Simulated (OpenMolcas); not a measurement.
## Bi⁺: effect of the active space

| Item | Value |
| --- | --- |
| Program | OpenMolcas 26.06 |
| Method | CASSCF or its RAS form |
| Basis | ANO-RCC-VTZP |
| Scalar Hamiltonian | DKH2, point nucleus |
| Spin-orbit coupling | state interaction with AMFI integrals over the reference wave functions, term energies averaged over their components |

A. 2 electrons in 3 orbitals (6p); 2S+1 = 3 even, 3 roots; 2S+1 = 1 even, 6 roots; cost of the order of 2.5 core-seconds
B. 4 electrons in 4 orbitals (6s 6p); 2S+1 = 3 even, 3 roots; 2S+1 = 1 even, 6 roots; 2S+1 = 5 odd, 1 root; 2S+1 = 3 odd, 9 roots; 2S+1 = 1 odd, 8 roots; cost about 14 core-seconds
C. 4 electrons in 8 orbitals (6s 6p 7s 7p); 2S+1 = 3 even, 3 roots; 2S+1 = 1 even, 6 roots; 2S+1 = 5 odd, 1 root; 2S+1 = 3 odd, 8 roots; 2S+1 = 1 odd, 8 roots; cost of the order of 24 core-seconds
D. 4 electrons in 9 orbitals (RAS2 6s 6p; RAS3 6d, at most 2 electrons); 2S+1 = 3 even, 3 roots; 2S+1 = 1 even, 6 roots; 2S+1 = 5 odd, 1 root; 2S+1 = 3 odd, 8 roots; 2S+1 = 1 odd, 8 roots; cost of the order of 30 core-seconds

Energies in eV above 6s² 6p² ³P₀, the measured ground level; measured values from NIST Handbook of Basic Atomic Spectroscopic Data.

```json
{"Level": "6s² 6p² ³P₀", "A": "0.0000", "B": "0.0000", "C": "0.0000", "D": "0.0000", "Measured": "0.0000"}
{"Level": "6s² 6p² ³P₁", "A": "1.3160", "B": "1.3928", "C": "1.3395", "D": "1.3512", "Measured": "1.6521"}
{"Level": "6s² 6p² ³P₂ [62 %]", "A": "1.9087", "B": "1.9838", "C": "1.9207", "D": "1.9331", "Measured": "2.1117"}
{"Level": "6s² 6p² ¹D₂ [62 %]", "A": "3.7668", "B": "3.8440", "C": "3.7255", "D": "3.7848", "Measured": "4.2079"}
{"Level": "6s² 6p² ¹S₀", "A": "5.4263", "B": "5.1089", "C": "4.9494", "D": "5.2499", "Measured": "5.4768"}
```

Deviations, from unrounded energies. A percentage is the sum of absolute deviations over the sum of measured energies, with the sign that they share, or ± where signs differ.

```json
{"Against measurement": "mean absolute deviation (cm-1)", "Levels": "4", "A": "2100", "B": "2300", "C": "3100", "D": "2300"}
{"Against measurement": "fine structure of the ground term (%)", "Levels": "2", "A": "-14.3", "B": "-10.3", "C": "-13.4", "D": "-12.7"}
{"Against measurement": "other terms of the ground configuration (%)", "Levels": "2", "A": "-5.1", "B": "-7.6", "C": "-10.4", "D": "-6.7"}
```

A lies closest to measurement on these levels and C furthest from it. The largest miss of A in the table is 6s² 6p² ¹D₂ [62 %], by -3600 cm-1. The ranking rests on the paired levels alone, and a cruder setting can come out closer through cancelling errors.

Among A to D the level of the table that moves most is 6s² 6p² ¹S₀, by 3800 cm-1 (lowest in C, highest in A).

Spin-orbit splittings of 6p shells tend to come out small when the coupling is added on scalar orbitals. With the s shell closed, the reference lacks s² → p² mixing (holds for A). The run also gave levels led by 6s² 6p 7s, which use shells meant for correlation; these and all levels above them are left out (holds for C). The run also gave levels led by 6s² 6p 6d, which use shells meant for correlation; these and all levels above them are left out (holds for D). Measured partners are found by configuration, term and J. A level has none where our copy of the source lacks it or the pairing is in doubt (some pairs that miss far off the trend of their configuration count as doubtful), and it then counts in no deviation. Where the source uses jj or jK labels, the order within each J decides. Only configurations of the active space appear. The table leaves out levels that lie high or whose names do not pair safely across all columns.

A share in square brackets marks a mixed level and gives the weight of the term that names it, the lowest over the columns.
